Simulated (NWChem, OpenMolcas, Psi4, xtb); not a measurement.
## A ladder of methods for CH5InO2 (SMILES [CH3][In]([OH])[OH])

CH5InO2 has 9 atoms, charge 0, and is taken as a singlet. SMILES: `[CH3][In]([OH])[OH]`. Geometry: relaxed at PBE0-D4/def2-TZVP. This is one conformer, not always the lowest.

```jsonl
{"atom": "C", "x (Å)": "-0.0866", "y (Å)": "0.9202", "z (Å)": "-1.3662"}
{"atom": "In", "x (Å)": "0.1229", "y (Å)": "-0.3361", "z (Å)": "0.3378"}
{"atom": "O", "x (Å)": "1.4408", "y (Å)": "-1.8060", "z (Å)": "0.5009"}
{"atom": "O", "x (Å)": "-0.8986", "y (Å)": "-0.3129", "z (Å)": "2.0486"}
{"atom": "H", "x (Å)": "-1.1264", "y (Å)": "0.9292", "z (Å)": "-1.6928"}
{"atom": "H", "x (Å)": "0.2121", "y (Å)": "1.9363", "z (Å)": "-1.1077"}
{"atom": "H", "x (Å)": "0.5475", "y (Å)": "0.5489", "z (Å)": "-2.1698"}
{"atom": "H", "x (Å)": "1.3655", "y (Å)": "-2.2434", "z (Å)": "1.3531"}
{"atom": "H", "x (Å)": "-1.5771", "y (Å)": "0.3637", "z (Å)": "2.0961"}
```

Quantity: the dipole moment, in D. The values are calculated.

```tsv
level	kind	program	value (D)	CPU time
GFN2-xTB	semi-empirical	xtb	4.17	under 2 s
HF/def2-SVP (core potential)	Hartree–Fock	NWChem	3.42	41 s
SVWN5/def2-SVP (core potential)	LDA	OpenMolcas	2.75	63 s
BLYP/def2-SVP (core potential)	GGA	OpenMolcas	2.66	82 s
TPSS/def2-SVP (core potential)	meta-GGA	OpenMolcas	2.71	1.8 min
B3LYP/def2-SVP (core potential)	global hybrid	NWChem	2.90	63 s
M06-2X/def2-SVP (core potential)	hybrid meta-GGA	NWChem	3.06	53 s
wB97X-V/def2-SVP (core potential)	range-separated hybrid	Psi4	2.97	1.9 min
```

The values span 2.66 to 4.17 D. Magnitudes only. Times are those of the runs behind each value, whatever else they computed, on shared processors of several kinds: orders of magnitude only.
